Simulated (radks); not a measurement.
Spin polarisation of the 5s1 shell in Sr+. Start: [Kr] 5s(up 0.5, down 0.5); electrons of 5s are moved from spin down to spin up, other shells keep equal spins. Method: scalar-relativistic Kohn-Sham, PBE, spin-polarised, spherical densities, finite nucleus; Fermi nuclear charge, rms radius of each element as measured or else 0.836 A^(1/3) + 0.57 fm; computed with a radial shooting solver on a logarithmic mesh with Libxc functionals.

moment (Bohr magnetons)  E - E(0) (eV)  e(5s up) (eV)  e(5s down) (eV)  4p down minus up (eV)
0                                0.000         -8.348           -8.348                  0.000
0.25                            -0.011         -8.439           -8.257                  0.036
0.5                             -0.045         -8.526           -8.167                  0.073
0.75                            -0.101         -8.606           -8.071                  0.110

At moment 0.75 the spin-polarisation energy is -0.101 eV and the 5s exchange splitting 0.534 eV, that is 0.712 eV per Bohr magneton; E = -I m^2/4 would give I = 0.718 eV.
